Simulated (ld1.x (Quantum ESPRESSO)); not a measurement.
# What the settings do to the ultrasoft potential of Au

Base potential:

gold, ultrasoft, made with ld1.x (Quantum ESPRESSO) 7.5 (revPBE, scalar-relativistic). Core [Xe] 4f14, reference 5d10 6s0 6p0 (charge +1). Waves: 6s (bound, empty): rcut 1.65, rcutus 2.20 bohr; 6s channel at 0.1 Ry: rcut 1.65, rcutus 2.20 bohr; 6p (bound, empty): rcut 2.50, rcutus 3.15 bohr; 6p channel at 2.3 Ry: rcut 2.50, rcutus 3.15 bohr; 5d (bound): rcut 1.30, rcutus 1.55 bohr; 5d channel at -0.45 Ry: rcut 1.30, rcutus 1.55 bohr. Local part: all-electron potential smoothed inside 1.30 bohr (lloc = -1). Core correction: Bessel-smoothed model core inside 1.55 bohr. Augmentation charge: built from norm-conserving waves at rcut, not smoothed further.

All-electron outer shells of the reference configuration (revPBE, scalar-relativistic, ld1.x):

```
shell  level (eV)  outermost node (bohr)  outermost maximum (bohr)
   5p      -68.24                   0.52                      0.96
   5d      -15.24                   0.56                      1.21
   6s      -13.07                   1.11                      2.24
   6p       -6.65                   1.31                      3.06
```

Cutoffs, loose and tight: the cutoffs (Ry, on a coarse ladder) from which the occupation-weighted sum of valence levels, in a spherical-Bessel basis at the reference potential, stays within 10 and 1 mRy of its value at 400 Ry. They do not see the model core or the augmentation charge, which bear on the density cutoff. Test errors are all-electron minus pseudo excitation energies from the reference, over the configurations 5d10 6s1 6p0; 5d9 6s0 6p0; 5d8 6s0 6p0; 5d9 6s1 6p1; 5d9 6s2 6p0; 5d10 6s0.5 6p0; 5d7 6s0 6p0. A dash means not determined; rows that change the core or the reference have their own tests.

A true bound ghost makes a file unfit for plane-wave use even where its test errors are small: the radial tests pick states by their node count and pass the ghost by.

Cutoffs are not given where the Bessel-basis levels miss the radial ones by over 6 mRy, ghosts where they miss by over 20 mRy; a channel whose overlap is not positive is not tested.

| change | outcome | cutoff, loose | cutoff, tight | bound ghosts | largest test error (meV) |
| --- | --- | --- | --- | --- | --- |
| base | generated | 45 Ry | 80 Ry | s, p | -634 |
| local potential all-electron potential smoothed inside 2.00 bohr (lloc = -1) | generated | 45 Ry | 80 Ry | p | -636 |
| local potential all-electron potential smoothed inside 2.36 bohr (lloc = -1) | generated | 45 Ry | 80 Ry | p | -639 |
| local potential all-electron potential smoothed inside 2.58 bohr (lloc = -1) | generated | 45 Ry | 80 Ry | p | -644 |
| local potential all-electron potential smoothed inside 2.88 bohr (lloc = -1) | generated | 45 Ry | 80 Ry | p | -651 |
| local potential all-electron potential smoothed inside 3.34 bohr (lloc = -1) | generated | 45 Ry | 80 Ry | p | -698 |

Question: What comes out with this change to the base: local potential all-electron potential smoothed inside 3.52 bohr (lloc = -1)?

Answer: outcome: generated; cutoff, loose: 45 Ry; cutoff, tight: 80 Ry; bound ghosts: p; largest test error (meV): -906.

Question: What comes out with this change to the base: local potential all-electron potential smoothed inside 1.54 bohr (lloc = -1)?

Answer: outcome: generated, overlap not positive; bound ghosts: s, p (d not tested, overlap not positive); largest test error (meV): -635. A file whose overlap is not positive is unfit for use, and its test errors describe a broken file.

Reading the sweep of the rcloc (base included, trends over the rows without a ghost): Bound ghosts are found at 1.3, 1.54, 2, 2.36, 2.58, 2.88, 3.34, 3.52 bohr. Every judged row has one, so this setting neither creates nor removes them.
